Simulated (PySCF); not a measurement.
C8H10O2S.
SMILES with atom numbers: `[O:1]=[S:2]1(=[O:3])[CH:4]=[CH:5][C:6]([CH:7]2[CH2:8][CH2:9][CH2:10]2)=[CH:11]1`

Structure used (GFN2-xTB), in Å, numbered top down from 1:
```
atom  x, y, z in Å
O1     3.911   -1.162   -0.614
S2     3.019   -0.569    0.344
O3     3.373   -0.666    1.733
C4     2.639    1.136   -0.102
C5     1.353    1.205   -0.405
C6     0.598   -0.056   -0.309
C7    -0.859   -0.029   -0.627
C8    -1.759   -1.147   -0.074
C9    -2.760   -0.082    0.398
C10   -1.708    1.007    0.143
C11    1.327   -1.100    0.071
H12    3.378    1.909   -0.099
H13    0.835    2.100   -0.710
H14   -0.977    0.091   -1.708
H15   -2.126   -1.869   -0.799
H16   -1.295   -1.675    0.755
H17   -3.623    0.006   -0.258
H18   -3.106   -0.177    1.425
H19   -1.219    1.340    1.056
H20   -2.040    1.874   -0.424
H21    1.031   -2.119    0.205
```

NICS is the negative of the GIAO shielding at a point without a nucleus: at the ring centre (0) and 1 Å above and below it (1); zz is the component along the ring normal. Level: GIAO PBE0/pcSseg-1 (PySCF, non-relativistic, gas phase) on the GFN2-xTB geometry, one conformer.

Rings: 1. S2–C4–C5–C6–C11; 2. C7–C8–C9–C10.

```
set  NICS(0)  NICS(1), two faces  NICS(1)zz, two faces
  P     -0.1          0.1 / -0.4             4.4 / 5.5
  Q     -0.9         -2.4 / -2.4             0.6 / 1.1
```

Which set (ppm) belongs to which ring?

P = 2, Q = 1.
- 1 (5-membered ring with S; formal bonds 2 double, 3 single): mean NICS(1)zz 0.8 ppm, near zero. S2 has four or more neighbours, so the value isn't read as a sign of a π ring current.
- 2 (4-membered carbocycle; formal bonds all single): mean NICS(1)zz 4.9 ppm, deshielded. C7, C8, C9, C10 have four or more neighbours, so the value isn't read as a sign of a π ring current.

How do the rings differ in shape?

```csv
ring,bond lengths (Å),rms pucker (Å),HOMA,nearest outside atom to a NICS(1) probe (Å)
1,"1.802, 1.322, 1.473, 1.329, 1.795",0.00,–,oxygen 2.23
2,"1.538, 1.536, 1.536, 1.545",0.08,–,hydrogen 1.50
```
